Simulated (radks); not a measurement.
All-electron atom: the rubidium ion Rb4+ in [Ar] 3d10 4s2 4p3.

All-electron calculation, Dirac Kohn-Sham, BLYP, spin-unpolarised, spherical densities, finite nucleus; open shells fill j = l - 1/2 first; Fermi nuclear charge, rms radius 4.2036 fm. Program: a radial shooting solver on a logarithmic mesh with Libxc functionals.

Energy parts (hartree):
| part | energy |
|---|---|
| total | -2977.33860 |
| kinetic | 3062.49940 |
| electron-nucleus | -7126.31408 |
| Hartree | 1186.19036 |
| exchange-correlation | -99.71427 |

Orbitals (lengths in bohr, moments of r in powers of bohr):
| orbital | occ. | eigenvalue (hartree) | <r^4> | small-component weight |
|---|---|---|---|---|
| 1s1/2 | 2 | -554.3537 | 0.00001234 | 1.81e-02 |
| 2s1/2 | 2 | -75.71735 | 0.002397 | 3.61e-03 |
| 2p1/2 | 2 | -68.87178 | 0.001630 | 3.61e-03 |
| 2p3/2 | 4 | -66.63570 | 0.001780 | 3.51e-03 |
| 3s1/2 | 2 | -12.84939 | 0.1408 | 8.99e-04 |
| 3p1/2 | 2 | -10.39591 | 0.1558 | 8.47e-04 |
| 3p3/2 | 4 | -10.05902 | 0.1685 | 8.22e-04 |
| 3d3/2 | 4 | -5.76134 | 0.2258 | 7.06e-04 |
| 3d5/2 | 6 | -5.70392 | 0.2319 | 6.99e-04 |
| 4s1/2 | 2 | -2.87575 | 6.526 | 1.83e-04 |
| 4p1/2 | 2 | -2.24558 | 10.11 | 1.52e-04 |
| 4p3/2 | 1 | -2.20199 | 10.77 | 1.48e-04 |

The highest occupied level is 4p3/2 at -59.919 eV. Summed over all electrons, <r^2> = 18.05 bohr^2, which gives a Langevin (diamagnetic) susceptibility term of -14.3 x 10^-6 cm^3/mol. The electron density at the nucleus is 5.498e+04 e/bohr^3. The density falls to 0.001 e/bohr^3 at r = 3.04 bohr.
